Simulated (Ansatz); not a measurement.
Molecule: NiBr, charge 0, multiplicity 2. The spin state was set by rule; other spins were not relaxed. SMILES: [Br][Ni]
Structure (B3LYP-D3(BJ)/def2-TZVP (Ansatz, a quantum-chemistry and plane-wave program) minimum search):
```
Ni
Br 1 2.2274
```
Charge 0, spin multiplicity 2.

Wanted: vertical electron affinity (to the triplet state of charge -1; a negative value means that the extra electron is unbound and the number depends on the basis; each state is the SCF solution reached for its spin; for the triplet the Hartree-Fock reference is unstable and T1 is 0.042), in eV. Valence correlation only, unless marked. UHF or UKS for open shells. Spin-orbit coupling is left out. The frozen core is the preceding noble-gas configuration, with the filled d and f shells of earlier blocks. Non-relativistic. Anions need diffuse functions: def2-D sets add few. 

```json
[
 {"level": "PBE/def2-TZVPD", "program": "Ansatz", "vertical electron affinity (eV)": "1.31"},
 {"level": "BHLYP/def2-TZVPD", "program": "Ansatz", "vertical electron affinity (eV)": "1.13"},
 {"level": "CAM-B3LYP/def2-TZVPD", "program": "Ansatz", "vertical electron affinity (eV)": "1.34"},
 {"level": "CCSD/def2-SVPD", "program": "Ansatz", "vertical electron affinity (eV)": "1.21"},
 {"level": "CCSD/def2-TZVPPD", "program": "Ansatz", "vertical electron affinity (eV)": "1.09"},
 {"level": "CCSD(T)/def2-SVPD", "program": "Ansatz", "vertical electron affinity (eV)": "1.14"}
]
```
